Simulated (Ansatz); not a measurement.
`N=[CH][SnH3]`. Total charge 0; spin multiplicity 1. Sn: def2 effective core potential.

```xyz
8

N    -0.0036   -1.4655    1.0938
C    -0.4485   -0.3256    0.7739
Sn    0.3879    0.6616   -0.9528
H    -0.4723   -1.8350    1.9259
H    -1.2439    0.1804    1.3423
H     1.5677   -0.3514   -1.6392
H     1.0738    2.1506   -0.4700
H    -0.8609    0.9850   -2.0739
```

**Question.** What are the harmonic wavenumbers in cm⁻¹ at PBE0-D4/def2-TZVP (Ansatz, finite differences of forces, unscaled)? (Estimate.)

**Answer.** The calculation gave: 54, 236, 373, 424, 573, 656, 677, 721, 727, 1142, 1180, 1382, 1676, 1938, 1938, 1975, 2980, 3405.

**Question.** Is this a minimum?

**Answer.** Yes, all 18 modes are real.

**Question.** Give the ideal-gas thermochemistry at 298.15 K and 1 bar (rigid rotor, harmonic oscillator; point group Cs, symmetry number 1).

**Answer.** Zero-point energy 131.9 kJ/mol; H(298) − E = 148.8 kJ/mol; entropy 317.3 J/(mol·K), of which translation 171.3, rotation 102.7, vibration 43.2; G(298) − E = 54.2 kJ/mol. Modes under 100 cm⁻¹ are hindered rotations or soft bends, so the harmonic entropy is rough.

**Question.** Rotational constants (cm⁻¹)?

**Answer.** 1.068, 0.1011, 0.09642.
